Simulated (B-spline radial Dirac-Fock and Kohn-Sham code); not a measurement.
# K-line shifts caused by a second vacancy in Pr³⁺

System: Pr³⁺ in the configuration [Xe] 4f1 5d1 (not the ground configuration).

Method: ΔSCF Dirac-Fock with Breit, self-energy and vacuum polarisation, finite nucleus, configuration average. Computed with a radial finite-basis atomic code. Each two-hole energy is an average over J within one jj subconfiguration, not an observable level; in light atoms, where LS coupling holds, the j-resolved values are not observed lines, and for a K spectator the Kα1 hypersatellite is nearly forbidden. The model has no electron correlation.

Lines without a spectator: Kα2 (K-L2) 35545.9 eV, Kα1 (K-L3) 36022.1 eV, Kβ3 (K-M2) 40644.3 eV, Kβ1 (K-M3) 40740.5 eV. Shifts in eV with one spectator hole (a dash: not computed, or left out as unreliable):

```
spectator hole    Kα2     Kα1     Kβ3     Kβ1
    L2 (2p1/2)  +82.9  +106.9       –  +218.6
    L3 (2p3/2)  +74.3   +76.7  +183.5       –
    M2 (3p1/2)      –  +13.99   +30.2   +36.2
    M3 (3p3/2)  +9.21       –  +28.96  +28.66
    M4 (3d3/2)  +2.21   -0.99       –       –
    M5 (3d5/2)  -1.84   +0.79       –       –
```

Q: Where does the K-L3 hypersatellite lie, emitted when both K electrons are missing?

A: +745.3 eV from the normal line, at 36767.4 eV. Removing both K electrons costs 85070.1 eV, which is 1004.8 eV more than twice the K binding energy.

With n spectator holes in 2p, averaged over the 2p shell (energies in eV):

```csv
n,KαLⁿ,step,hypersatellite KαʰLⁿ
0,35863.3,–,36597.8
1,35947.9,+84.6,36684.0
2,36033.9,+85.9,36771.6
3,36121.2,+87.3,36860.6
4,36209.9,+88.7,36951.0
5,36300.1,+90.1,37042.8
```
